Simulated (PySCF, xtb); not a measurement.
oxetane-3-carbonitrile (C4H5NO), SMILES N#CC1COC1.

Harmonic wavenumbers (cm⁻¹) from GFN2-xTB run with xtb 6.7.1 at its own minimum, in rising order: 94, 176, 235, 510, 531, 714, 881, 886, 1020, 1033, 1074, 1076, 1107, 1111, 1125, 1162, 1251, 1251, 1297, 1467, 1476, 2407, 2931, 2933, 2956, 2958, 2974.

Q: What does PBE-D3(BJ)/def2-SVP in PySCF give at its own minimum? (An estimate is asked for; the answer gives what the named calculation found.)

A: 99, 180, 236, 510, 529, 643, 856, 869, 963, 995, 1042, 1073, 1085, 1126, 1135, 1180, 1255, 1290, 1334, 1438, 1465, 2291, 2942, 2953, 3014, 3017, 3031. Paired by order, the mean absolute difference is 28 cm⁻¹ and the zero-point energies are 52.4 and 52.2 kcal/mol.
